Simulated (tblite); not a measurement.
Compound: C4H4N2OSi.
InChI=1S/C4H4N2OSi/c5-2-3-1-4(7)8-6-3/h1,8H2

Method: GFN2-xTB as coded in tblite; computed harmonic values from a numerical Hessian at the method's own geometry, unscaled. This tight-binding method is rough: wavenumbers can miss measured ones by several per cent, in bad cases by 10 to 20. Modes of hydrogen on silicon can be 10 to 20 % off.

Harmonic wavenumbers (cm⁻¹): 28.8, 122.4, 124.7, 294.0, 315.5, 370.0, 428.6, 461.6, 494.1, 520.3, 530.7, 569.9, 619.0, 632.3, 737.7, 815.2, 838.7, 918.7, 1015.6, 1025.8, 1114.6, 1242.1, 1377.4, 1651.4, 1771.3, 2354.7, 2358.0, 2370.9, 2948.1, 2969.2.

A = 3616, B = 1215, C = 924.8 MHz; mass 124.009 u (most abundant isotopes); point group Cs, symmetry number 1.

Question: Zero-point energy?

Answer: Half the sum of the wavenumbers: 15511 cm⁻¹ = 44.35 kcal/mol.

Question: Give the ideal-gas entropy at 400 K and 1 bar in the rigid-rotor, harmonic-oscillator model (classical rotation).

Answer: Translation 41.85, rotation 29.64, vibration 29.71: S = 101.2 cal/(mol K).

Question: And Cp and H(400 K) − H(0)?

Answer: Cp = 38.23 cal/(mol K), of which vibrations give 30.28 (their classical limit is 30 R = 59.6); H(400 K) − H(0) = 9.40 kcal/mol without the zero-point energy, 6.22 from vibrations.

Question: How do the functions run with temperature in this model?

Answer: 
```tsv
T (K)	S (cal/(mol K))	Cp (cal/(mol K))	H − H(0) (kcal/mol)	G − H(0) (kcal/mol)	ln q(vib)
150	73.6	19.2	1.98	-9.06	2.35
250	85.6	28.2	4.36	-17.03	4.20
298.15	90.9	31.9	5.81	-21.28	5.13
600	118.4	46.6	17.95	-53.10	10.94
900	138.9	54.1	33.18	-91.82	16.13
```

q(vib) and H(0) count from the zero-point level.

Question: What must be added to the electronic energy to get the Gibbs energy at 400 K and 1 bar?

Answer: ZPE + [H(400 K) − H(0)] − T·S = 44.35 + 9.40 − 40.48 = 13.27 kcal/mol.

Question: Blend soft modes into free rotors: weight 1/[1 + (100 cm⁻¹/ν̃)⁴] for the oscillator and the rest for a rotor with moment μB/(μ + B), μ = h/(8π²ν), B = 10⁻⁴⁴ kg m². What vibrational entropy results?

Answer: 27.21 cal/(mol K) in place of 29.71, which changes −T·S at 400 K by +1.00 kcal/mol.

Hindered rotation and anharmonicity are outside this model.
